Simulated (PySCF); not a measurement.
HO4S, charge -1, singlet, at a GFN2-xTB geometry, with bond 3-2 at 1.6 times its length; R2SCAN/3-21G (PySCF).

Input for PySCF:
```python
from pyscf import gto, scf, dft

mol = gto.Mole()
mol.atom = '''
    O     1.389920   -0.281761   -0.581483
    S    -0.134456    0.024009    0.020263
    O     0.274593   -0.037428    2.321580
    O    -0.970632   -1.053488   -0.469618
    O    -0.493940    1.335434   -0.483789
    H     1.778901   -0.270498    0.286219
'''
mol.basis = '3-21g'
mol.charge = -1
mol.spin = 0
mol.verbose = 4
mol.build()

mf = dft.RKS(mol)
mf.xc = 'r2scan'
mf.diis_space = 2
mf.kernel()
mf.analyze()
```

Output, abridged:

```
PySCF version 2.14.0

[INPUT] verbose = 4
[INPUT] num. atoms = 6
[INPUT] num. electrons = 50
[INPUT] charge = -1
[INPUT] spin (= nelec alpha-beta = 2S) = 0
[INPUT] symmetry False subgroup None
[INPUT] Mole.unit = angstrom
[INPUT] Symbol           X                Y                Z      unit          X                Y                Z       unit  Magmom
[...]
nuclear repulsion = 249.449363179337
number of shells = 29
number of NR pGTOs = 90
number of NR cGTOs = 51
basis = 3-21g
ecp = {}

******** <class 'pyscf.dft.rks.RKS'> ********
method = RKS
initial guess = minao
damping factor = 0
level_shift factor = 0
DIIS = <class 'pyscf.scf.diis.CDIIS'>
diis_start_cycle = 1
diis_space = 2
diis_damp = 0
SCF conv_tol = 1e-09
SCF conv_tol_grad = None
SCF max_cycles = 50
direct_scf = True
direct_scf_tol = 1e-13
XC library pyscf.dft.libxc version 7.1.2
    S. Lehtola, C. Steigemann, M. J. T. Oliveira, and M. A. L. Marques,  SoftwareX 7, 1–5 (2018)
XC functionals = r2scan
    J. W. Furness, A. D. Kaplan, J. Ning, J. P. Perdew, and J. Sun,  J. Phys. Chem. Lett. 11, 8208–8215 (2020)
    J. W. Furness, A. D. Kaplan, J. Ning, J. P. Perdew, and J. Sun,  J. Phys. Chem. Lett. 11, 9248–9248 (2020)
    J. W. Furness, A. D. Kaplan, J. Ning, J. P. Perdew, and J. Sun,  J. Phys. Chem. Lett. 11, 8208–8215 (2020)
    J. W. Furness, A. D. Kaplan, J. Ning, J. P. Perdew, and J. Sun,  J. Phys. Chem. Lett. 11, 9248–9248 (2020)
radial grids:
    Treutler-Ahlrichs [JCP 102, 346 (1995); DOI:10.1063/1.469408] (M4) radial grids

becke partition: Becke, JCP 88, 2547 (1988); DOI:10.1063/1.454033
pruning grids: <function nwchem_prune>
grids dens level: 3
symmetrized grids: False
atomic radii adjust function: <function treutler_atomic_radii_adjust>
small_rho_cutoff = 0
Set gradient conv threshold to 3.16228e-05
Initial guess from minao.
tot grids = 85016
init E= -696.209623718577
[...]
cycle= 1 E= -694.923311613964  delta_E= 1.29  |g|= 1.65  |ddm|= 2.92
[...]
cycle= 2 E= -687.503136616917  delta_E= 7.42  |g|= 3.12  |ddm|= 8.03
[...]
cycle= 3 E= -693.817917067638  delta_E= -6.31  |g|= 2.52  |ddm|= 7.58
[...]
cycle= 4 E= -693.626019428239  delta_E= 0.192  |g|= 2.69  |ddm|= 2.86
[...]
cycle= 5 E= -677.478610347439  delta_E= 16.1  |g|= 3.81  |ddm|= 10.2
[...]
cycle= 6 E= -689.213561110206  delta_E= -11.7  |g|= 4.51  |ddm|= 10.2
[...]
cycle= 7 E= -685.713649502714  delta_E=  3.5  |g|= 6.32  |ddm|= 8.49
[...]
cycle= 8 E= -673.432555709699  delta_E= 12.3  |g|= 5.98  |ddm|= 10.3
[...]
cycle= 9 E= -680.548681378119  delta_E= -7.12  |g|= 6.27  |ddm|= 13.9
[...]
cycle= 10 E= -679.812744261748  delta_E= 0.736  |g|= 5.59  |ddm|= 13.6
[...]
cycle= 11 E= -674.358716006404  delta_E= 5.45  |g|= 5.65  |ddm|= 13.1
[...]
cycle= 12 E= -680.046767140075  delta_E= -5.69  |g|= 6.49  |ddm|= 14.4
[...]
cycle= 13 E= -673.767907236824  delta_E= 6.28  |g|= 6.61  |ddm|= 13.7
[...]
cycle= 14 E= -674.674003289027  delta_E= -0.906  |g|= 5.59  |ddm|=   12
[...]
cycle= 15 E= -663.372291363218  delta_E= 11.3  |g|= 9.31  |ddm|= 16.2
[...]
cycle= 16 E= -657.481807786253  delta_E= 5.89  |g|= 8.27  |ddm|= 14.4
[...]
cycle= 17 E= -666.644970624706  delta_E= -9.16  |g|=  7.5  |ddm|= 16.7
[...]
cycle= 18 E= -674.393200661828  delta_E= -7.75  |g|= 6.27  |ddm|= 18.6
[...]
cycle= 19 E= -672.636811263187  delta_E= 1.76  |g|= 6.03  |ddm|=   16
[...]
cycle= 20 E= -674.892830593563  delta_E= -2.26  |g|= 5.21  |ddm|= 9.31
[...]
cycle= 21 E= -641.677468218975  delta_E= 33.2  |g|= 9.56  |ddm|= 15.8
[...]
cycle= 22 E= -666.391919887352  delta_E= -24.7  |g|= 8.15  |ddm|= 10.7
[...]
cycle= 23 E= -666.349416114939  delta_E= 0.0425  |g|=  7.6  |ddm|= 15.7
[...]
cycle= 24 E= -682.245025518032  delta_E= -15.9  |g|= 5.69  |ddm|= 16.7
[...]
cycle= 25 E= -676.034305873515  delta_E= 6.21  |g|= 5.82  |ddm|= 12.9
[...]
cycle= 26 E= -676.059302693069  delta_E= -0.025  |g|= 4.99  |ddm|= 10.4
[...]
cycle= 27 E= -648.299846314748  delta_E= 27.8  |g|= 9.07  |ddm|= 13.7
[...]
cycle= 28 E= -665.841990311238  delta_E= -17.5  |g|= 7.91  |ddm|= 10.3
[...]
cycle= 29 E= -666.992261617483  delta_E= -1.15  |g|= 7.39  |ddm|= 16.1
[...]
cycle= 30 E= -673.634126760503  delta_E= -6.64  |g|= 6.34  |ddm|=   19
[...]
cycle= 31 E= -672.891567264319  delta_E= 0.743  |g|= 5.92  |ddm|= 16.4
[...]
cycle= 32 E= -674.745559860548  delta_E= -1.85  |g|= 5.24  |ddm|= 9.49
[...]
cycle= 33 E= -645.8471163345  delta_E= 28.9  |g|= 9.92  |ddm|= 17.9
[...]
cycle= 34 E= -653.997045167829  delta_E= -8.15  |g|= 7.78  |ddm|= 13.6
[...]
cycle= 35 E= -665.052922565956  delta_E= -11.1  |g|= 7.89  |ddm|= 16.8
[...]
cycle= 36 E= -684.530656138892  delta_E= -19.5  |g|= 6.06  |ddm|= 13.4
[...]
cycle= 37 E= -646.058297400018  delta_E= 38.5  |g|= 7.38  |ddm|= 14.8
[...]
cycle= 38 E= -675.474192118045  delta_E= -29.4  |g|= 5.32  |ddm|= 12.8
[...]
cycle= 39 E= -674.547916657888  delta_E= 0.926  |g|= 6.55  |ddm|= 13.7
[...]
cycle= 40 E= -669.507028436441  delta_E= 5.04  |g|= 8.21  |ddm|= 14.4
[...]
cycle= 41 E= -669.584669334394  delta_E= -0.0776  |g|= 6.56  |ddm|=   15
[...]
cycle= 42 E= -658.917791291473  delta_E= 10.7  |g|= 9.33  |ddm|= 23.2
[...]
cycle= 43 E= -664.57671504481  delta_E= -5.66  |g|= 8.74  |ddm|=   21
[...]
cycle= 44 E= -667.684851053523  delta_E= -3.11  |g|=  7.1  |ddm|=   15
[...]
cycle= 45 E= -669.625710221575  delta_E= -1.94  |g|= 7.35  |ddm|= 19.5
[...]
cycle= 46 E= -676.122526930746  delta_E= -6.5  |g|= 5.92  |ddm|= 18.6
[...]
cycle= 47 E= -673.348241428635  delta_E= 2.77  |g|= 5.81  |ddm|= 11.1
[...]
cycle= 48 E= -668.32760353132  delta_E= 5.02  |g|= 7.66  |ddm|= 18.5
[...]
cycle= 49 E= -655.647171698477  delta_E= 12.7  |g|= 7.96  |ddm|= 19.2
[...]
cycle= 50 E= -669.649636159236  delta_E=  -14  |g|= 6.67  |ddm|= 14.1
SCF not converged.
SCF energy = -669.649636159236
**** SCF Summaries ****
Total Energy =                        -669.649636159236024
Nuclear Repulsion Energy =             249.449363179336899
One-electron Energy =                -1511.714612481272525
Two-electron Energy =                  592.615613142699544
Two-electron Coulomb Energy =          657.156165357281793
DFT Exchange-Correlation Energy =      -64.540552214582235
HOMO-LUMO gap [eV] =                     4.460787081129272
**** MO energy ****
[...]
 ** Mulliken pop on meta-lowdin orthogonal AOs  **
 ** Mulliken pop  **
 ** Mulliken atomic charges  **
charge of    0O =     -1.81055
charge of    1S =     -1.85728
charge of    2O =      5.97768
charge of    3O =     -2.05515
charge of    4O =     -2.05164
charge of    5H =      0.79695

WARN: System has nonzero charge -1; the dipole moment is origin-dependent.
Location of origin: [0. 0. 0.]

Dipole moment(X, Y, Z, Debye): 20.81860, -2.91062, 90.81493
```

The run did not converge; its last values are not results.
